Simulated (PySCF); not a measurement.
C₄H₈Si₂.
Geometry (PBE0-D3(BJ)/def2-SVP, Å), atoms numbered from 1 in this order:
```xyz
14
C4H8Si2 angstrom
C     -3.1744    1.0910    0.6824
C     -2.1679    0.8758   -0.1718
Si    -1.2624   -0.7521   -0.2882
C      0.5440   -0.4960   -0.0436
C      1.7447   -0.3169    0.1197
Si     3.5425   -0.0506    0.3668
H     -3.6996    2.0515    0.7315
H     -3.5212    0.3165    1.3761
H     -1.8605    1.6925   -0.8379
H     -1.7744   -1.6772    0.7655
H     -1.4445   -1.3805   -1.6315
H      3.9656    1.1830   -0.3579
H      3.8285    0.1059    1.8224
H      4.2983   -1.2218   -0.1646
```

All values: wB97X-D/def2-SVPD (PySCF, non-relativistic), on one gas-phase PBE0-D3(BJ)/def2-SVP geometry that isn't relaxed in the solvent. The solvent is an IEF-PCM continuum (Bondi radii, 1.10 Å for H, scaled by 1.2), and excitations are vertical TDDFT with non-equilibrium linear response and a frozen core. Specific hydrogen bonds and non-electrostatic terms are outside this model.

Gas-phase singlets (H = HOMO, L = LUMO):

```tsv
state	E (eV)	λ (nm)	f	leading configuration
S1	5.493	226	0.000	H-1→L+1 32%
S2	5.751	216	0.007	H-1→L+1 36%
S3	5.759	215	0.003	H→L+1 42%
S4	6.729	184	0.041	H-3→L 32%
S5	7.141	174	0.602	H-2→L 52%
```

Problem. What are the lowest 5 singlets in chloroform (ε = 4.711)?

Solution. 
| state | E (eV) | λ (nm) | f | leading configuration | change by rank (eV) |
| --- | --- | --- | --- | --- | --- |
| S1 | 5.541 | 224 | 0.000 | H-1→L+1 33% | +0.048 |
| S2 | 5.783 | 214 | 0.011 | H-1→L+1 34% | +0.032 |
| S3 | 5.792 | 214 | 0.004 | H→L+1 29% | +0.033 |
| S4 | 6.704 | 185 | 0.083 | H-3→L 28% | -0.025 |
| S5 | 6.962 | 178 | 0.767 | H→L 42% | -0.179 |

Problem. Give the list for tetrahydrofuran (ε = 7.426), n² = 1.97.

Solution. 
```json
{"state": "S1", "E (eV)": "5.548", "λ (nm)": "223", "f": "0.000", "leading configuration": "H-1→L+1 33%", "change by rank (eV)": "+0.055"}
{"state": "S2", "E (eV)": "5.791", "λ (nm)": "214", "f": "0.012", "leading configuration": "H-1→L+1 32%", "change by rank (eV)": "+0.040"}
{"state": "S3", "E (eV)": "5.799", "λ (nm)": "214", "f": "0.004", "leading configuration": "H-1→L 28%", "change by rank (eV)": "+0.040"}
{"state": "S4", "E (eV)": "6.703", "λ (nm)": "185", "f": "0.076", "leading configuration": "H-3→L 27%", "change by rank (eV)": "-0.026"}
{"state": "S5", "E (eV)": "6.970", "λ (nm)": "178", "f": "0.741", "leading configuration": "H→L 46%", "change by rank (eV)": "-0.171"}
```

Problem. How do the frontier levels move from gas to tetrahydrofuran?

Solution. 
```json
{"orbital": "LUMO+2", "gas (eV)": "1.46", "solvent (eV)": "1.50", "change (eV)": "+0.04"}
{"orbital": "LUMO+1", "gas (eV)": "1.11", "solvent (eV)": "1.06", "change (eV)": "-0.05"}
{"orbital": "LUMO", "gas (eV)": "0.88", "solvent (eV)": "0.87", "change (eV)": "-0.01"}
{"orbital": "HOMO", "gas (eV)": "-9.85", "solvent (eV)": "-9.87", "change (eV)": "-0.02"}
{"orbital": "HOMO-1", "gas (eV)": "-9.90", "solvent (eV)": "-9.99", "change (eV)": "-0.09"}
{"orbital": "HOMO-2", "gas (eV)": "-10.15", "solvent (eV)": "-10.14", "change (eV)": "+0.01"}
{"orbital": "HOMO-3", "gas (eV)": "-11.29", "solvent (eV)": "-11.20", "change (eV)": "+0.09"}
```

The HOMO–LUMO gap goes from 10.74 to 10.75 eV. Rows go by rank; for HOMO-2, HOMO-1 and HOMO the atom shares or the degeneracy differ between the runs, so the row needn't follow one orbital.

The run took about 50 s of CPU time (one thread, shared machine). This is the whole response run at wB97X-D/def2-SVPD in tetrahydrofuran, SCF included.
